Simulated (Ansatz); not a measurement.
Gas-phase electronic energies from Ansatz, PBE0-D4/def2-TZVP geometries. CCSD(T)/CBS adds triple-zeta CCSD(T) − MP2 to the extrapolated MP2 energy (def2 sets, frozen cores). DFT in def2-TZVPP. Elements past krypton have def2 core potentials. For In outer-core shells are correlated without core-valence functions, which leaves a few kJ/mol of doubt a bond. Each species was taken in one conformer, which may not be the lowest.

Reaction (redistribution): `[NH2][In]([F])[SH]` + `[OH][InH][F]` → `[NH2][In]([F])[F]` + `[OH][InH][SH]`

Is it downhill or uphill in electronic energy at CCSD(T)/CBS, and by how much? (Estimate.)

Ansatz gave: Uphill: ΔE = +9.9 kJ/mol.

What do these levels give: r2SCAN-D4, ωB97M-V, r2SCAN, PBE0, MP2/def2-TZVPP, HF/def2-QZVPP? (An estimate is asked.)

Computed: r2SCAN-D4 9.9, ωB97M-V 9.5, r2SCAN 9.9, PBE0 9.4, MP2/def2-TZVPP 8.9, HF/def2-QZVPP 7.9 kJ/mol.

Largest T1 diagnostic among the species: 0.017.
